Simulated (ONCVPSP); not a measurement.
**Pseudopotential generation for beryllium (Be): ONCV, PBEsol, non-relativistic.**

ONCVPSP 4.0.1 was run on this input:

```
# ATOM AND REFERENCE CONFIGURATION
# atsym  z   nc   nv     iexc    psfile
  Be 4.00    0    2  -116133      upf
#
#   n    l    f
    1    0    2.00
    2    0    2.00
#
# PSEUDOPOTENTIAL AND OPTIMIZATION
# lmax
    2
#
#   l,   rc,      ep,       ncon, nbas, qcut
    0    0.90    0.00    5   10   13.00
    1    0.70    0.13    4    7   13.30
    2    0.90    0.10    4    8    9.40
#
# LOCAL POTENTIAL
# lloc, lpopt,  rc(5),   dvloc0
    4    5    0.65    4.00
#
# VANDERBILT-KLEINMAN-BYLANDER PROJECTORs
# l, nproj, debl
    0    3    3.50
    1    2    2.80
    2    2    3.00
#
# MODEL CORE CHARGE
# icmod, fcfact, rcfact
    0    0.00    0.00
#
# LOG DERIVATIVE ANALYSIS
# epsh1, epsh2, depsh
   -5.00    5.00    0.04
#
# OUTPUT GRID
# rlmax, drl
    6.00    0.01
#
# TEST CONFIGURATIONS
# ncnf
    4
# nvcnf
#   n    l    f
    2
    1    0    2.00
    2    0    1.00
#
    2
    1    0    2.00
    2    0    0.00
#
    2
    1    0    2.00
    2    0    1.50
#
    3
    1    0    2.00
    2    0    1.00
    2    1    1.00
#
```

Command:

```bash
oncvpspnr.x < Be.dat > Be.out
```

The program printed (shortened: citation, most of the input echo, consistency checks and plot data are left out):

```
ONCVPSP  (Optimized Norm-Conservinng Vanderbilt PSeudopotential)
scalar-relativistic version 4.0.1

#   n    l    f        energy (Ha)
    1    0    2.00    -3.8747367E+00
    2    0    2.00    -2.0367931E-01

Reference configufation results
  iterations    22
  all-electron total energy (Ha)   -1.45322999D+01

Begin loop to  construct optimized pseudo wave functions
and semi-local pseudopoentials for all angular momenta

   Wellstate for l =  0  n =  4
     eigenvalue =   3.2963
     asymptotic potential =   3.7963
     half-point radius =  2.9085

Calculating optimized projector #   1

 for l=   0

    Fraction of norm inside rc  0.947855
    Optimizing pswf for qcut=  12.98 a_B^-1,  ecut=  84.22 Ha
    Residual kinetic energy error=  5.68D-05 Ha

    Energy error per electron        Cutoff
         Ha          eV             Ha
         0.01000     0.27211       56.07
         0.00100     0.02721       69.66
         0.00010     0.00272       80.79
         0.00001     0.00027      263.83

Calculating optimized projector #   2

 for l=   0

    Fraction of norm inside rc  0.025985
    Optimizing pswf for qcut=  12.98 a_B^-1,  ecut=  84.22 Ha
    Residual kinetic energy error=  1.46D-05 Ha

    Energy error per electron        Cutoff
         Ha          eV             Ha
         0.01000     0.27211       36.74
         0.00100     0.02721       56.31
         0.00010     0.00272       72.58
         0.00001     0.00027       88.56

Calculating optimized projector #   3

 for l=   0

    Fraction of norm inside rc  0.048933
    Optimizing pswf for qcut=  12.98 a_B^-1,  ecut=  84.22 Ha
    Residual kinetic energy error=  5.86D-05 Ha

    Energy error per electron        Cutoff
         Ha          eV             Ha
         0.01000     0.27211       45.88
         0.00100     0.02721       65.41
         0.00010     0.00272       80.64
         0.00001     0.00027      124.57

   Wellstate for l =  1  n =  2
     eigenvalue =   0.1300
     asymptotic potential =   0.6300
     half-point radius =  2.7928

   Wellstate for l =  1  n =  4
     eigenvalue =   2.9300
     asymptotic potential =   3.4300
     half-point radius =  2.9714

Calculating optimized projector #   1

 for l=   1

    Fraction of norm inside rc  0.034862
    Optimizing pswf for qcut=  13.28 a_B^-1,  ecut=  88.14 Ha
    Residual kinetic energy error=  3.53D-06 Ha

    Energy error per electron        Cutoff
         Ha          eV             Ha
         0.01000     0.27211       13.73
         0.00100     0.02721       33.88
         0.00010     0.00272       60.81
         0.00001     0.00027       80.21

Calculating optimized projector #   2

 for l=   1

    Fraction of norm inside rc  0.049371
    Optimizing pswf for qcut=  13.28 a_B^-1,  ecut=  88.14 Ha
    Residual kinetic energy error=  1.46D-05 Ha

    Energy error per electron        Cutoff
         Ha          eV             Ha
         0.01000     0.27211       21.84
         0.00100     0.02721       45.82
         0.00010     0.00272       71.31
         0.00001     0.00027       91.27

   Wellstate for l =  2  n =  3
     eigenvalue =   0.1000
     asymptotic potential =   0.6000
     half-point radius = 16.7428

   Wellstate for l =  2  n =  4
     eigenvalue =   3.1000
     asymptotic potential =   3.6000
     half-point radius =  2.6060

Calculating optimized projector #   1

 for l=   2

    Fraction of norm inside rc  0.000047
    Optimizing pswf for qcut=   9.40 a_B^-1,  ecut=  44.15 Ha
    Residual kinetic energy error=  3.94D-09 Ha

    Energy error per electron        Cutoff
         Ha          eV             Ha
         0.01000     0.27211        0.42
         0.00100     0.02721        1.22
         0.00010     0.00272        2.85
         0.00001     0.00027        6.92

Calculating optimized projector #   2

 for l=   2

    Fraction of norm inside rc  0.030055
    Optimizing pswf for qcut=   9.40 a_B^-1,  ecut=  44.15 Ha
    Residual kinetic energy error=  9.14D-06 Ha

    Energy error per electron        Cutoff
         Ha          eV             Ha
         0.01000     0.27211        9.07
         0.00100     0.02721       19.80
         0.00010     0.00272       32.21
         0.00001     0.00027       43.73

Construct Vanderbilt / Kleinmman-Bylander projectors

B matrix Hermiticity error, ll=   0
   1   2    1.9149E-09
   1   3    5.0882E-09
   2   3    1.1312E-09

  Orthonormal projector coefficients -1.6181E+01 -9.6898E+00 -2.6933E+00

B matrix Hermiticity error, ll=   1
   1   2    9.5407E-10

  Orthonormal projector coefficients -7.6301E+00 -2.1856E+00

B matrix Hermiticity error, ll=   2
   1   2    6.7697E-12

  Orthonormal projector coefficients -5.0076E+00 -9.8486E-01

Pseudoatom total energy  -14.252775

Diagnostic tests using Vanderbilt-Kleinman-Bylander pseudopotentials
  1 or more projectors used as specified by nproj input data

   l    rcore       rmatch      e in        delta e   norm test  slope test

   0   0.9004558   0.9277956  -3.8747367   0.0000000   1.0000000   1.0000000
   0   0.9004558   0.9277956  -0.2036793   0.0000000   1.0000000   1.0000000
   0   0.9004558   0.9277956   3.2963207   0.0000001   1.0000000   1.0000000

   1   0.7004018   0.7216675   0.1300000  -0.0000000   1.0000000   1.0000000
   1   0.7004018   0.7216675   2.9300000   0.0000000   1.0000000   1.0000000

   2   0.9004558   0.9277956   0.1000000   0.0000000   1.0000000   1.0000000
   2   0.9004558   0.9277956   3.1000000  -0.0000000   1.0000000   1.0000000

 Testing for bound ghosts
   n   l    E NL Schr. Eq   E Basis Diag.   E Cutoff

   1   0       -3.874737       -3.874661    689.74
   2   0       -0.203679        0.285994    689.74

   2   1       -0.072372        0.846696    447.44

 Testing for highly-localized positive-energy ghosts
       l    <radius>/rc     E Basis Diag.   E Cutoff

Test configuration 0

   n   l     f        eae           eps        diff
   1   0  2.0000   -3.87473666   -3.87473666    0.00D+00
   2   0  2.0000   -0.20367931   -0.20367931    0.00D+00

    Total energies and differences
      AE_ref= -1.45322999D+01  AE_tst= -1.45322999D+01  dif=  0.00D+00
      PS_ref= -1.42527747D+01  PS_tst= -1.42527747D+01  dif= -8.88D-15
      PSP excitation error=  8.88D-15

Test configuration 1

   n   l     f        eae           eps        diff
   1   0  2.0000   -4.29790177   -4.29615842    1.74D-03
   2   0  1.0000   -0.49885453   -0.49880174    5.28D-05

    Total energies and differences
      AE_ref= -1.45322999D+01  AE_tst= -1.41847925D+01  dif=  3.48D-01
      PS_ref= -1.42527747D+01  PS_tst= -1.39052856D+01  dif=  3.47D-01
      PSP excitation error=  1.83D-05

Test configuration 2

   n   l     f        eae           eps        diff
   1   0  2.0000   -4.82773118   -4.82257820    5.15D-03

    Total energies and differences
      AE_ref= -1.45322999D+01  AE_tst= -1.35335076D+01  dif=  9.99D-01
      PS_ref= -1.42527747D+01  PS_tst= -1.32541327D+01  dif=  9.99D-01
      PSP excitation error=  1.50D-04

Test configuration 3

   n   l     f        eae           eps        diff
   1   0  2.0000   -4.07129146   -4.07061676    6.75D-04
   2   0  1.5000   -0.34560738   -0.34559311    1.43D-05

    Total energies and differences
      AE_ref= -1.45322999D+01  AE_tst= -1.43955665D+01  dif=  1.37D-01
      PS_ref= -1.42527747D+01  PS_tst= -1.41160441D+01  dif=  1.37D-01
      PSP excitation error=  2.79D-06

Test configuration 4

   n   l     f        eae           eps        diff
   1   0  2.0000   -3.92720799   -3.92440373    2.80D-03
   2   0  1.0000   -0.22430039   -0.22423322    6.72D-05
   2   1  1.0000   -0.09173175   -0.09174854   -1.68D-05

    Total energies and differences
      AE_ref= -1.45322999D+01  AE_tst= -1.44002978D+01  dif=  1.32D-01
      PS_ref= -1.42527747D+01  PS_tst= -1.41208131D+01  dif=  1.32D-01
      PSP excitation error=  4.05D-05
```

oncvpspnr.x prints “scalar-relativistic version” in its banner although the run is non-relativistic.

The run took about 4.5 s on one core of a shared server CPU.
